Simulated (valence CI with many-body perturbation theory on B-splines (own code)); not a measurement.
E1 line list for Ta LIX

Level of theory: configuration interaction combined with many-body perturbation theory (CI+MBPT): five valence electrons over a frozen Dirac-Fock core [Ne], a basis of 11 s, 11 p, 10 d, 8 f, 5 g, 2 h functions for each j, with the one-electron correlation potential Σ1 (screened to all orders), the two-electron term Σ2, the three-electron term Σ3, Breit, model QED; selected single and double excitations, second order for the rest, scaled by the run's own slope (own B-spline code, finite nucleus).

No measured spectrum was set against this ion. As an estimate, large intervals hold to a few tenths of a per cent, small ones and those within an open d or f shell to about a per cent. Among the levels kept, up to 3200 cm⁻¹ of a level comes from second order outside the variational space, and about a tenth of that is noise between levels of different J, which matters for small intervals.

Lines 1 to 50 of 564 in falling wavelength, among levels below 95.193 Ry, chosen from the strongest by gf and those to the six lowest levels. Wavelengths and rates use the calculated energies. Electric multipoles are in the length gauge with retardation, E1 and E2 with the static RPA response of the core. Weak lines are less certain than strong ones. Lines between different terms over intervals too small for the method are left out, as are lines whose strength nearly cancels. Where a level lies close to another of its J and parity, the split of strength between their lines is uncertain. The highest levels of a list are the least certain.

Levels are named by their leading jj configuration (3d3/2^4 stands for four electrons in 3d with j = 3/2), which in mixed levels can hold well under half, so a name can repeat and another be missing. Letters in brackets count levels of one name in rising energy.

| λ vac (Å) | Upper | Lower | A (s⁻¹) | log gf | Branch % |
| --- | --- | --- | --- | --- | --- |
| 117.9 | (3s^2 3p1/2 3p3/2^2) J=5/2 | (3s^2 3p1/2^2 3d3/2) J=3/2 | 3.72e+07 | -3.33 | 38.4 |
| 100.8 | (3s 3p1/2 3p3/2 3d3/2^2) J=9/2 | (3s^2 3p3/2 3d3/2^2) J=7/2 | 4.71e+09 | -1.14 | 0.9 |
| 97.45 | (3s 3p1/2^2 3d3/2^2) J=5/2 | (3s^2 3p1/2 3d3/2^2) J=3/2 | 6.12e+09 | -1.28 | 8.0 |
| 89.92 | (3s 3p1/2^2 3p3/2 3d3/2) J=7/2 | (3s^2 3p1/2 3p3/2 3d3/2) J=5/2 [b] | 7.42e+09 | -1.14 | 17.9 |
| 87.49 | (3s 3p1/2^2 3d3/2 3d5/2) J=9/2 | (3s^2 3p1/2 3d3/2 3d5/2) J=7/2 [b] | 1.33e+10 | -0.82 | 3.9 |
| 84.41 | (3s 3p1/2 3p3/2^2 3d3/2) J=9/2 | (3s^2 3p3/2^2 3d3/2) J=7/2 | 1.09e+10 | -0.94 | 1.7 |
| 82.87 | (3p1/2^2 3p3/2^2 3d3/2) J=7/2 | (3s 3p1/2 3p3/2^2 3d3/2) J=5/2 [e] | 5.57e+09 | -1.34 | 0.3 |
| 81.88 | (3s 3p1/2^2 3d3/2^2) J=1/2 | (3s^2 3p1/2 3d3/2^2) J=1/2 | 2.34e+10 | -1.33 | 26.4 |
| 80.12 | (3s 3p1/2 3p3/2^2 3d3/2) J=5/2 [c] | (3s^2 3p3/2^2 3d3/2) J=3/2 [b] | 7.74e+09 | -1.35 | 0.3 |
| 79.29 | (3s 3p1/2^2 3p3/2 3d5/2) J=7/2 [a] | (3s^2 3p1/2 3p3/2 3d5/2) J=7/2 [b] | 6.67e+09 | -1.30 | 2.0 |
| 79.20 | (3s 3p1/2^2 3p3/2 3d5/2) J=9/2 | (3s^2 3p1/2 3p3/2 3d5/2) J=9/2 | 1.04e+10 | -1.01 | 28.9 |
| 78.76 | (3s 3p1/2^2 3p3/2 3d5/2) J=7/2 [a] | (3s^2 3p1/2 3p3/2 3d5/2) J=5/2 [b] | 9.85e+09 | -1.13 | 3.0 |
| 77.96 | (3s 3p1/2^2 3p3/2^2) J=5/2 | (3s^2 3p1/2 3p3/2^2) J=5/2 | 9.45e+09 | -1.29 | 3.0 |
| 76.12 | (3s 3p1/2^2 3d3/2^2) J=3/2 | (3s^2 3p1/2 3d3/2^2) J=5/2 | 1.62e+10 | -1.25 | 21.6 |
| 75.96 | (3s 3p1/2 3p3/2^2 3d5/2) J=11/2 | (3s^2 3p3/2^2 3d5/2) J=9/2 | 1.99e+10 | -0.68 | 5.9 |
| 74.66 | (3s 3p1/2^2 3d5/2^2) J=9/2 | (3s^2 3p1/2 3d5/2^2) J=9/2 | 1.70e+10 | -0.85 | 3.8 |
| 74.45 | (3s 3p1/2 3p3/2^2 3d5/2) J=7/2 [e] | (3s^2 3p3/2^2 3d5/2) J=5/2 [b] | 1.82e+10 | -0.92 | 1.0 |
| 74.41 | (3s 3p1/2^2 3d3/2 3d5/2) J=7/2 [a] | (3s^2 3p1/2 3d3/2 3d5/2) J=5/2 [a] | 1.15e+10 | -1.12 | 4.5 |
| 74.23 | (3s 3p1/2^2 3p3/2 3d3/2) J=7/2 | (3s^2 3p1/2 3p3/2 3d3/2) J=7/2 | 1.39e+10 | -1.04 | 33.6 |
| 74.19 | (3s 3p1/2 3p3/2^2 3d5/2) J=9/2 [b] | (3s^2 3p3/2^2 3d5/2) J=7/2 | 1.96e+10 | -0.79 | 4.0 |
| 74.05 | (3s 3p1/2^2 3d5/2^2) J=9/2 | (3s^2 3p1/2 3d5/2^2) J=7/2 | 3.37e+10 | -0.56 | 7.5 |
| 73.46 | (3s 3p1/2^2 3p3/2 3d3/2) J=5/2 [a] | (3s^2 3p1/2 3p3/2 3d3/2) J=5/2 [a] | 1.40e+10 | -1.17 | 34.6 |
| 73.24 | (3s 3p1/2^2 3d3/2 3d5/2) J=3/2 [a] | (3s^2 3p1/2 3d3/2 3d5/2) J=1/2 | 1.57e+10 | -1.30 | 5.1 |
| 73.24 | (3s 3p1/2^2 3p3/2 3d5/2) J=9/2 | (3s^2 3p1/2 3p3/2 3d5/2) J=7/2 [a] | 2.53e+10 | -0.69 | 70.4 |
| 73.05 | (3s 3p1/2^2 3d5/2^2) J=5/2 | (3s^2 3p1/2 3d5/2^2) J=5/2 | 2.28e+10 | -0.96 | 4.2 |
| 72.89 | (3s 3p1/2^2 3p3/2 3d5/2) J=5/2 [a] | (3s^2 3p1/2 3p3/2 3d5/2) J=5/2 [a] | 1.57e+10 | -1.12 | 4.1 |
| 72.78 | (3s 3p1/2^2 3d5/2^2) J=5/2 | (3s^2 3p1/2 3d5/2^2) J=3/2 | 2.81e+10 | -0.87 | 5.2 |
| 72.67 | (3s 3p1/2^2 3d3/2 3d5/2) J=7/2 [a] | (3s^2 3p1/2 3d3/2 3d5/2) J=7/2 [a] | 2.02e+10 | -0.89 | 7.9 |
| 72.65 | (3s 3p1/2^2 3p3/2^2) J=5/2 | (3s^2 3p1/2 3p3/2^2) J=3/2 | 1.50e+10 | -1.15 | 4.7 |
| 72.54 | (3s 3p1/2 3p3/2^3) J=5/2 | (3s^2 3p3/2^3) J=3/2 | 1.59e+10 | -1.12 | 1.5 |
| 72.33 | (3s 3p1/2^2 3d3/2 3d5/2) J=3/2 [a] | (3s^2 3p1/2 3d3/2 3d5/2) J=3/2 [a] | 1.57e+10 | -1.31 | 5.1 |
| 72.33 | (3s 3p1/2^2 3d3/2 3d5/2) J=5/2 [a] | (3s^2 3p1/2 3d3/2 3d5/2) J=5/2 [a] | 1.48e+10 | -1.16 | 5.2 |
| 72.32 | (3p1/2^2 3p3/2^2 3d3/2) J=7/2 | (3s 3p1/2 3p3/2^2 3d3/2) J=7/2 [c] | 2.02e+10 | -0.90 | 1.0 |
| 71.67 | (3s 3p1/2^2 3d3/2^2) J=5/2 | (3s^2 3p1/2 3d3/2^2) J=5/2 | 2.08e+10 | -1.02 | 27.1 |
| 71.53 | (3s 3p1/2^2 3p3/2 3d5/2) J=1/2 | (3s^2 3p1/2 3p3/2 3d5/2) J=3/2 [b] | 2.86e+10 | -1.36 | 8.2 |
| 71.42 | (3s 3p1/2^2 3p3/2 3d5/2) J=5/2 [a] | (3s^2 3p1/2 3p3/2 3d5/2) J=3/2 [a] | 2.24e+10 | -0.99 | 5.9 |
| 71.14 | (3s 3p1/2^2 3p3/2 3d5/2) J=7/2 [b] | (3s^2 3p1/2 3p3/2 3d5/2) J=5/2 [b] | 9.53e+09 | -1.24 | 0.9 |
| 70.93 | (3s 3p1/2^2 3d5/2^2) J=1/2 | (3s^2 3p1/2 3d5/2^2) J=1/2 | 5.27e+10 | -1.10 | 8.2 |
| 70.82 | (3s 3p1/2^2 3p3/2^2) J=1/2 | (3s^2 3p1/2 3p3/2^2) J=1/2 | 3.27e+10 | -1.31 | 5.3 |
| 70.68 | (3s 3p1/2^2 3d3/2 3d5/2) J=5/2 [a] | (3s^2 3p1/2 3d3/2 3d5/2) J=7/2 [a] | 1.54e+10 | -1.16 | 5.5 |
| 70.66 | (3s 3p1/2^2 3d3/2 3d5/2) J=9/2 | (3s^2 3p1/2 3d3/2 3d5/2) J=9/2 | 2.06e+10 | -0.81 | 6.1 |
| 70.49 | (3s 3p1/2 3p3/2^2 3d3/2) J=5/2 [c] | (3s^2 3p3/2^2 3d3/2) J=5/2 | 1.11e+10 | -1.31 | 0.4 |
| 70.17 | (3s 3p1/2^2 3p3/2 3d5/2) J=3/2 [b] | (3s^2 3p1/2 3p3/2 3d5/2) J=1/2 | 2.08e+10 | -1.21 | 1.9 |
| 69.55 | (3s 3p1/2 3p3/2^2 3d3/2) J=7/2 [c] | (3s^2 3p3/2^2 3d3/2) J=7/2 | 2.08e+10 | -0.92 | 0.7 |
| 69.13 | (3s 3p1/2^2 3p3/2 3d5/2) J=3/2 [a] | (3s^2 3p1/2 3p3/2 3d5/2) J=5/2 [a] | 2.42e+10 | -1.16 | 5.5 |
| 69.02 | (3s 3p1/2 3p3/2^2 3d5/2) J=7/2 [d] | (3s^2 3p3/2^2 3d5/2) J=5/2 [a] | 2.06e+10 | -0.93 | 0.8 |
| 68.69 | (3s 3p1/2^2 3p3/2 3d5/2) J=3/2 [b] | (3s^2 3p1/2 3p3/2 3d5/2) J=3/2 [b] | 2.61e+10 | -1.13 | 2.4 |
| 68.68 | (3s 3p1/2^2 3p3/2 3d5/2) J=7/2 [a] | (3s^2 3p1/2 3p3/2 3d5/2) J=9/2 | 8.01e+09 | -1.34 | 2.5 |
| 68.64 | (3s 3p1/2^2 3d3/2 3d5/2) J=5/2 [b] | (3s^2 3p1/2 3d3/2 3d5/2) J=3/2 [a] | 1.20e+10 | -1.29 | 3.8 |
| 68.31 | (3s 3p1/2^2 3d5/2^2) J=3/2 | (3s^2 3p1/2 3d5/2^2) J=5/2 | 4.17e+10 | -0.93 | 7.5 |

(1) How does gf follow from A for the line at 68.64 Å?

Answers

(1) gf = 1.4992 × (2J+1)_upper × A / σ², with σ = 1456784 cm⁻¹ and 2J+1 = 6: gf = 0.0507.
